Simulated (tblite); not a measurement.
C₄H₉FN₂Si.
Z-matrix (Å and degrees, GFN2-xTB geometry), rows numbered from 1:
```
N 
C   1  1.2525
C   2  1.5011  1  126.98
C   3  1.5442  2  112.01  1    97.82
Si  4  1.9119  3   87.58  2  -125.98
C   5  1.9129  4  121.23  3   114.42
F   6  1.3804  5  109.48  4   104.54
N   3  1.4586  2  112.75  1   -10.33
H   1  1.0225  2  113.12  3     1.54
H   2  1.0864  1  117.51  3   177.58
H   3  1.0964  2  109.99  1  -137.06
H   4  1.0840  3  113.26  2   115.66
H   4  1.0867  3  112.16  2    -7.60
H   5  1.4658  4  115.19  3  -110.59
H   6  1.0922  5  111.73  4  -138.19
H   6  1.0922  5  114.08  4   -14.65
H   8  1.0069  3  120.13  2   -75.18
```

All values are computed: GFN2-xTB (tblite) harmonic vibrations without scaling, gas phase. This tight-binding method is rough: wavenumbers can miss measured ones by several per cent, in bad cases by 10 to 20. Modes of hydrogen on silicon can be 10 to 20 % off. One conformer, not necessarily the lowest.

Harmonic wavenumbers (cm⁻¹): 36.3, 46.7, 97.7, 134.6, 178.3, 239.9, 262.1, 310.0, 443.5, 517.3, 545.3, 632.3, 658.0, 696.8, 730.9, 749.0, 772.2, 797.2, 890.6, 926.4, 1033.3, 1041.7, 1050.7, 1087.3, 1088.2, 1157.0, 1163.9, 1197.5, 1210.8, 1270.0, 1274.1, 1285.7, 1343.0, 1441.1, 1464.7, 1743.0, 2242.2, 2885.2, 2958.6, 2964.0, 3005.1, 3018.4, 3045.6, 3277.7, 3463.0.

A = 3520, B = 915.7, C = 842.5 MHz; mass 132.052 u (most abundant isotopes); point group C1, symmetry number 1.

Q: What is the zero-point energy?

A: ½Σν̃ = 28188 cm⁻¹ = 80.59 kcal/mol.

Q: Give the ideal-gas entropy at 273.15 K and 1 bar in the rigid-rotor, harmonic-oscillator model (classical rotation).

A: Translation 40.14, rotation 28.90, vibration 26.54: S = 95.6 cal/(mol K).

Q: And Cp and H(273.15 K) − H(0)?

A: Cp = 33.94 cal/(mol K), of which vibrations give 26.00 (their classical limit is 45 R = 89.4); H(273.15 K) − H(0) = 5.82 kcal/mol without the zero-point energy, 3.65 from vibrations.

Q: Which modes carry the vibrational entropy at 273.15 K?

A: 36.3 cm⁻¹: 5.28; 46.7 cm⁻¹: 4.78; 97.7 cm⁻¹: 3.33; 134.6 cm⁻¹: 2.71; 178.3 cm⁻¹: 2.18; 239.9 cm⁻¹: 1.65 cal/(mol K); the other 39 give 6.61 together.

Q: How do the functions run with temperature in this model?

A: 
| T (K) | S (cal/(mol K)) | Cp (cal/(mol K)) | H − H(0) (kcal/mol) | G − H(0) (kcal/mol) | ln q(vib) |
| --- | --- | --- | --- | --- | --- |
| 50 | 59.9 | 13.7 | 0.53 | -2.46 | 0.83 |
| 100 | 70.9 | 18.4 | 1.34 | -5.75 | 2.20 |
| 298.15 | 98.7 | 36.4 | 6.70 | -22.72 | 7.25 |
| 373.15 | 107.6 | 43.4 | 9.69 | -30.46 | 9.08 |
| 500 | 121.7 | 53.3 | 15.85 | -45.01 | 12.14 |
| 750 | 146.1 | 66.5 | 30.97 | -78.58 | 17.94 |
| 1000 | 166.4 | 74.9 | 48.71 | -117.72 | 23.30 |

q(vib) and H(0) count from the zero-point level.

Q: Blend soft modes into free rotors: weight 1/[1 + (100 cm⁻¹/ν̃)⁴] for the oscillator and the rest for a rotor with moment μB/(μ + B), μ = h/(8π²ν), B = 10⁻⁴⁴ kg m². What vibrational entropy results?

A: 23.55 cal/(mol K) in place of 26.54, which changes −T·S at 273.15 K by +0.82 kcal/mol.

Hindered rotation and anharmonicity are outside this model. Other conformers, if any are populated, would add a mixing term that is left out. The structure is chiral; the term R ln 2 for an equal mix with its mirror image is left out.

The run took 2.0 s on one thread of an Intel Xeon at 2.50 GHz, shared host with 64 logical CPUs at a one-minute load of 60. The figure is for the frequency step alone.
